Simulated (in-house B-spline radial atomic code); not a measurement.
Pr: [Xe] 4f3 6s2

Method: Dirac-Kohn-Sham AM05, spherical fractional occupations, Fermi nucleus of rms radius 4.8919 fm. Calculated with a radial B-spline atomic code at the basis-set limit.

Screening seen three ways: the hydrogenic charge with the same mean radius, Z_r = [3n² - l(l+1)]/(2<r>), the one with the same energy, Z_e = n√(-2ε), and Slater's rules. Values are occupation-weighted means over j. An effective charge above Z reflects the relativistic contraction of the inner shells.

| shell | electrons | ε (eV) | <r> (bohr) | Z_r | Z_e | Slater |
| --- | --- | --- | --- | --- | --- | --- |
| 1s | 2 | -41735 | 0.02411 | 62.21 | 55.38 | 58.70 |
| 2s | 2 | -6712.5 | 0.1026 | 58.46 | 44.42 | 54.85 |
| 2p | 6 | -6025 | 0.09029 | 55.38 | 42.09 | 54.85 |
| 3s | 2 | -1447.7 | 0.2723 | 49.58 | 30.95 | 47.75 |
| 3p | 6 | -1228 | 0.2701 | 46.28 | 28.50 | 47.75 |
| 3d | 10 | -910.91 | 0.2476 | 42.40 | 24.55 | 37.85 |
| 4s | 2 | -287.38 | 0.6228 | 38.54 | 18.38 | 31.25 |
| 4p | 6 | -215.22 | 0.6592 | 34.89 | 15.91 | 31.25 |
| 4d | 10 | -110.18 | 0.7279 | 28.85 | 11.38 | 19.85 |
| 5s | 2 | -38.984 | 1.507 | 24.88 | 8.46 | 10.70 |
| 5p | 6 | -21.545 | 1.765 | 20.68 | 6.29 | 10.70 |
| 6s | 2 | -3.4134 | 4.492 | 12.02 | 3.01 | 2.85 |
| 4f | 3 | -1.2943 | 1.206 | 14.92 | 1.23 | 12.30 |

The least bound orbital is 4f7/2 at -1.148 eV, while the most diffuse is 6s1/2 (<r> = 4.492 bohr against 1.219 bohr): energy order and size order differ.

Spin-orbit splittings of the orbital energies (j = l + 1/2 above j = l - 1/2 when positive): 2p 481.5 eV, 3p 95.38 eV, 3d 20.58 eV, 4p 20.63 eV, 4d 3.619 eV, 5p 2.816 eV, 4f 0.3415 eV.

For the 1s electron the small component carries 4.77 % of the norm, the zero-frequency Breit interaction raises the level by 115.6 eV, self-energy by 67.82 eV, and vacuum polarisation lowers it by 10.26 eV.
